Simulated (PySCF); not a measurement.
**Chlorine: a sound run and one with changed settings**

Sound run: Cl⁺ [Ne] 3s2 3p4, Cl²⁺ [Ne] 3s2 3p3. Computed with PySCF 2.14 in jorge-DZP-DKH, with the spin-free X2C one-electron Hamiltonian (Gaussian nucleus). In the sound run the correlated levels freeze [Ne]. The sound run starts from symmetry-adapted Hartree-Fock orbitals and uses a fine grid where one is needed.

Changed run: basis STO-3G, all-electron and non-relativistic. This setting is unsound on purpose.

```json
{"species": "Cl⁺", "method": "UHF", "sound run (hartree)": "-460.45108", "changed run (hartree)": "-454.12970", "converged": "yes"}
{"species": "Cl⁺", "method": "LDA", "sound run (hartree)": "-459.56812", "changed run (hartree)": "-453.11261", "converged": "yes"}
{"species": "Cl⁺", "method": "r2SCAN", "sound run (hartree)": "-461.05366", "changed run (hartree)": "-454.65099", "converged": "yes"}
{"species": "Cl⁺", "method": "MP2", "sound run (hartree)": "-460.54393", "changed run (hartree)": "-454.12970", "converged": "yes"}
{"species": "Cl²⁺", "method": "UHF", "sound run (hartree)": "-459.62412", "changed run (hartree)": "-453.24325", "converged": "yes"}
{"species": "Cl²⁺", "method": "LDA", "sound run (hartree)": "-458.68865", "changed run (hartree)": "-452.17094", "converged": "yes"}
{"species": "Cl²⁺", "method": "r2SCAN", "sound run (hartree)": "-460.18098", "changed run (hartree)": "-453.71459", "converged": "yes"}
{"species": "Cl²⁺", "method": "MP2", "sound run (hartree)": "-459.69850", "changed run (hartree)": "-453.24325", "converged": "yes"}
```

Ionisation energy of Cl⁺:

| method | sound run (eV) | changed run (eV) |
| --- | --- | --- |
| UHF | 22.503 | 24.121 |
| LDA | 23.932 | 25.624 |
| r2SCAN | 23.747 | 25.481 |
| MP2 | 23.005 | 24.121 |
| SCS-MP2 | 23.040 | 24.121 |

A minimal basis cannot let orbitals breathe on ionisation and holds almost no correlation. The Hamiltonian changed with the basis, so the totals do not compare.

For comparison, NIST gives 23.814 eV between the lowest levels.
